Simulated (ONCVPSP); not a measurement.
## magnesium: one change to an ONCV potential, before and after

| Quantity | Value |
| --- | --- |
| Element | magnesium |
| Generator | ONCVPSP 4.0.1 |
| Type | optimised norm-conserving Vanderbilt (ONCV) |
| Functional | PBEsol |
| Relativity | scalar-relativistic |
| Frozen core | [He] 2s2 |
| Valence charge | 8 |
| Reference configuration | 2p6 3s2 |
| Partial waves | 3s: rc 2.40 bohr, ncon 4, nbas 7, qcut 2.2 1/bohr, 2 projectors, debl 1.8 Ha; 2p: rc 1.20 bohr, ncon 4, nbas 8, qcut 13.7 1/bohr, local; d scattering state at 0.34 Ha: rc 2.05 bohr, ncon 4, nbas 9, qcut 4.4 1/bohr, 1 projector |
| Local potential | the p channel |
| Core correction | none |

All-electron outer shells of the reference configuration (PBEsol, scalar-relativistic, ld1.x):

| shell | level (eV) | outermost node (bohr) | outermost maximum (bohr) |
| --- | --- | --- | --- |
| 2s | -79.59 | 0.18 | 0.55 |
| 2p | -46.55 | – | 0.48 |
| 3s | -4.68 | 0.90 | 2.56 |

Change: core [He], valence charge 10; reference 2s2 2p6; waves now 2s: rc 0.70 bohr, ncon 4, nbas 9, qcut 7.2 1/bohr, 2 projectors, debl 3.6 Ha; 2p: rc 0.90 bohr, ncon 4, nbas 7, qcut 12.8 1/bohr, 3 projectors, debl 0.4 Ha; d scattering state at 0.14 Ha: rc 0.95 bohr, ncon 3, nbas 8, qcut 12.1 1/bohr, 2 projectors, debl 3.3 Ha; local potential polynomial inside 0.45 bohr (lpopt 5, dvloc0 -1 Ha). In the s channel the program set the typed energies aside and used -3.662, 0.250 Ha. In the p channel the program set the typed energies aside and used -2.447, 0.250, 0.650 Ha.

Cutoffs: the cutoffs (Ha) at which the residual kinetic energy of the hardest occupied pseudo-wave falls to 1 and 0.1 mHa per electron; they do not see the model core or the augmentation charge, which bear on the density cutoff. Errors are all-electron minus pseudo energies relative to the spin-unpolarised reference configuration.

Task: What does the change do?

Result: The potential gets harder (63 Ha and 72 Ha → 435 Ha and 509 Ha); the bound ghosts move from s to p. The added semicore shells are compact, so their waves need more plane waves. Several settings change at once here, so the effects cannot be laid on one of them.

```tsv
quantity	base	changed
cutoff, loose	63 Ha	435 Ha
cutoff, tight	72 Ha	509 Ha
loose cutoff by channel	s 6.2 Ha, p 63 Ha	s 435 Ha, p 76 Ha
bound ghosts	s	p
GHOST(+) flags under 300 eV	none	none
largest error over its own tests, meV	-85	+0.5
```

 A true bound ghost makes a file unfit for plane-wave use even where its test errors are small: the radial tests pick states by their node count and pass the ghost by.
